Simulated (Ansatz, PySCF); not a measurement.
Molecule: C$_{2}$F$_{5}$ (charge 0, doublet). It need not be the lowest isomer of its formula. 
Geometry from a B3LYP-D3(BJ)/def2-TZVP (Ansatz, a first-principles code) optimisation:
SMILES: C([C](F)F)(F)(F)F
```xyz
7

F      1.2952    -1.2614     0.4669
C      0.9165    -0.1563    -0.1484
F      1.6242     0.8916     0.2315
C     -0.5842     0.0717    -0.1605
F     -1.0661     0.2810     1.0801
F     -0.8739     1.1429    -0.9033
F     -1.2010    -0.9977    -0.6692
```
Charge 0, spin multiplicity 2.

Total electronic energies in hartree. Cores are frozen in the correlated levels unless marked. Open shells are spin-unrestricted. Spin-orbit coupling is left out. No relativistic terms. CBS marks a two-point X^-3 extrapolation of the correlation energy; Hartree-Fock from the larger set. [CCSD(T)-MP2]/basis is that difference in the basis named.

```tsv
level	program	energy (Eh)
HF/cc-pVDZ	Ansatz	-572.90417
HF-D4/def2-TZVPD	PySCF + dftd4	-573.15242
RI-HF/cc-pVQZ	Ansatz	-573.14617
B97M-V/def2-TZVPD	Ansatz	___
PBE0/def2-QZVPP	Ansatz	-575.08983
BHLYP-D4/def2-TZVPD	Ansatz + dftd4	-575.39738
TPSSh-D3(BJ)/def2-TZVPD	PySCF + dftd3	-575.60735
TPSSh/def2-TZVPD	PySCF	-575.60314
M06-2X/def2-TZVPD	PySCF	___
HSE06-D3(BJ)/def2-TZVPD	Ansatz + dftd3	-575.04314
CAM-B3LYP-D4/def2-TZVPD	Ansatz + dftd4	-575.48161
LC-wPBE/def2-TZVPD	Ansatz	___
wB97X-V/def2-TZVPD	Ansatz	-575.43321
B2GP-PLYP-D3(BJ)/def2-TZVPD	Ansatz + dftd3	-575.20763
B2PLYP-D4/def2-TZVPD	Ansatz + dftd4	-575.30098
PBE-QIDH/def2-TZVPD	Ansatz	-574.99042
MP2/cc-pVTZ	Ansatz	-574.62817
RI-MP2/CBS(cc-pVTZ,cc-pVQZ)	Ansatz	-574.9104
SCS-MP2/STO-3G	Ansatz	-565.12751
SCS-MP2/6-31G	Ansatz	-573.41078
CCSD/6-31G*	Ansatz	-573.96958
CCSD/cc-pVDZ	Ansatz	-574.08141
RI-MP2/CBS(cc-pVTZ,cc-pVQZ)+[CCSD(T)-MP2]/cc-pVTZ	Ansatz	-574.9663
```

Task: Some entries are withheld; supply them.

Result: 
- B97M-V/def2-TZVPD, energy (Eh): -575.43923
- M06-2X/def2-TZVPD, energy (Eh): -575.42228
- LC-wPBE/def2-TZVPD, energy (Eh): -575.30405
